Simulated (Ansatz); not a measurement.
Reaction (homolysis of the F–Si bond): `F[SiH](F)[GeH3]` → F• + `F[SiH][GeH3]`•

Isolated molecules relaxed with PBE0-D4/def2-TZVP in Ansatz; ΔE leaves out vibrations. CCSD(T)/CBS adds triple-zeta CCSD(T) − MP2 to the extrapolated MP2 energy (def2 sets, frozen cores). This one scheme is used for every species, atoms too. DFT in def2-TZVPP. B3LYP here is the variant with VWN-RPA as its local correlation; programs differ in this. HSE06 is defined as in plane-wave codes. No spin–orbit coupling; open shells (•) take unrestricted orbitals. Spin–orbit coupling would lower the free atoms: a little for F. Bonds to Ge are less sure, by a few kJ/mol each and by 10 to 20 or more in all where they break to atoms, as the def2 sets lack core-valence functions. Scalar relativity is left out up to krypton.

`F[SiH](F)[GeH3]`:

Z-matrix (Å, degrees):
```
Si
F 1 1.592
Ge 1 2.377 2 109.5
F 1 1.592 2 107.0 3 118.6
H 1 1.481 2 107.4 3 -126.4
H 3 1.536 1 109.5 2 179.0
H 3 1.536 1 109.5 2 -61.7
H 3 1.534 1 110.3 2 58.6
```

`F[SiH][GeH3]`•:

Z-matrix (Å, degrees):
```
Ge
Si 1 2.386
H 1 1.540 2 112.2
H 1 1.538 2 107.6 3 120.0
H 1 1.535 2 109.9 3 -121.4
F 2 1.610 1 110.1 3 58.0
H 2 1.494 1 113.1 3 -61.0
```

```
             level  ΔE (kcal/mol)  difference from CCSD(T)/CBS
            PBE-D4          154.6                         -4.7
            B97M-V          154.7                         -4.6
          HSE06-D4          151.0                         -8.3
          BHLYP-D4          148.1                        -11.2
           ωB97X-V          156.3                         -3.0
          PBE-QIDH          153.8                         -5.5
               PBE          154.1                         -5.2
              PBE0          150.5                         -8.8
             B3LYP          151.9                         -7.4
           r2SCAN0          149.1                        -10.2
             BHLYP          147.5                        -11.8
RPA@PBE/def2-TZVPP          143.5                        -15.8
     HF/def2-TZVPP          118.9                        -40.4
     HF/def2-QZVPP          119.5                        -39.8
SCS-MP2/def2-QZVPP          162.0                          2.7
    CCSD/CBS(def2)          157.1                         -2.2
       CCSD(T)/CBS          159.3                            0
```

Largest T1 diagnostic among the species: 0.014.

At CCSD(T), def2-SVP lies −14.9 kcal/mol from the extrapolated value and def2-TZVPP −4.9 kcal/mol: correlation converges slowly with the basis, and small sets miss more of it in the bonded molecule than in its fragments. From r2SCAN to r2SCAN0 (25 % exact exchange), in def2-TZVPP and without D4, ΔE moves by −3.9 kcal/mol: exact exchange takes away binding that semilocal exchange gives to molecules.

CCSD(T)/CBS has its own doubt, a few kJ/mol and more with outer-core shells, so smaller differences from it don't rank the levels.
